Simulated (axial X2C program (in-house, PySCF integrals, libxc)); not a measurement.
## SnSe⁺ along the bond: r2SCAN0, spin-free

All values were computed with an in-house all-electron X2C program for linear molecules (integrals from PySCF). Spin-free means the one-electron spin-free X2C Hamiltonian. Basis: Sn dyall-cv3z [11s12p9d4f1g], Se dyall-cv3z [8s9p6d4f1g] (cores contracted in-house); Gaussian nuclei, density fitting, unrestricted open shells. Masses: Sn 119.902 u, Se 79.917 u.

State: M_S = 1/2, Λ = 1 (beyond evenly filled blocks: π+α, π+β, π-α). Dipoles are positive if Se is the positive end and refer to the centre of mass.

Results along the bond:

```tsv
R (Å)	μ (D)	HOMO (eV)	LUMO (eV)	⟨S²⟩
2.170	-1.108	-13.57	-11.78	0.758
2.269	-1.591	-13.55	-11.42	0.761
2.344	-1.956	-13.27	-11.16	0.764
2.419	-2.315	-13.01	-10.93	0.768
2.494	-2.666	-12.75	-10.71	0.774
2.581	-3.055	-12.48	-10.47	0.784
2.669	-3.413	-12.22	-10.27	0.800
2.781	-3.796	-11.92	-10.05	0.834
2.918	-4.052	-11.59	-9.84	0.925
3.118	-3.688	-11.23	-9.64	1.211
```

The state is one determinant whose occupation by symmetry is held fixed; it was picked as the lowest of a PBE0 search that is not exhaustive. Without a current term, density functionals place determinants with orbital angular momentum somewhat too high. The determinant is spin-polarised beyond a pure state at some levels (its spin-free form has ⟨S²⟩ too high), which makes Re and μ there less reliable.
